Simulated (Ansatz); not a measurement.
Start from `C=CNC` and change one atom or group to get `C=C[NH][InH2]`.

Ansatz, PBE0-D4/def2-TZVP geometries, multiplicity 1. Each molecule was computed in one conformer, which needn't be the lowest.

Elements past krypton have def2 core potentials.

```json
{"property": "LUMO energy (PBE/def2-TZVPP) / eV", "`C=CNC`": "-0.02"}
{"property": "zero-point energy (PBE0-D4/def2-TZVP) / kJ/mol", "`C=CNC`": "255.6"}
{"property": "LUMO energy (ωB97M-V/def2-TZVPP) / eV", "`C=CNC`": "2.77"}
{"property": "ideal-gas entropy at 298 K and 1 bar (rigid rotor, harmonic PBE0-D4/def2-TZVP) / J/(mol·K)", "`C=CNC`": "295"}
{"property": "size of the dipole moment (PBE/def2-TZVPP) / D", "`C=CNC`": "1.62"}
{"property": "HOMO energy (B3LYP/def2-TZVPP) / eV", "`C=CNC`": "-5.56"}
```

Question: What does the change do to each property? (Best estimate.)

Answer: Computed: 
```csv
property,`C=C[NH][InH2]`,shift
LUMO energy (PBE/def2-TZVPP) / eV,-2.28,-2.26
zero-point energy (PBE0-D4/def2-TZVP) / kJ/mol,185.2,-70.4
LUMO energy (ωB97M-V/def2-TZVPP) / eV,-0.13,-2.90
"ideal-gas entropy at 298 K and 1 bar (rigid rotor, harmonic PBE0-D4/def2-TZVP) / J/(mol·K)",340,45
size of the dipole moment (PBE/def2-TZVPP) / D,1.37,-0.25
HOMO energy (B3LYP/def2-TZVPP) / eV,-5.52,0.04
```

With PBE0 the HOMO rises by 0.06 eV and the LUMO falls by 2.53 eV, so the gap narrows by about 2.59 eV. PBE moves the HOMO by -0.09 eV and ωB97M-V by 0.11 eV. The zero-point energy changes by -70.4 kJ/mol with -3 modes. Dipoles are sizes alone; their direction can turn.

B3LYP here is the variant with VWN-RPA as its local correlation; programs differ in this.
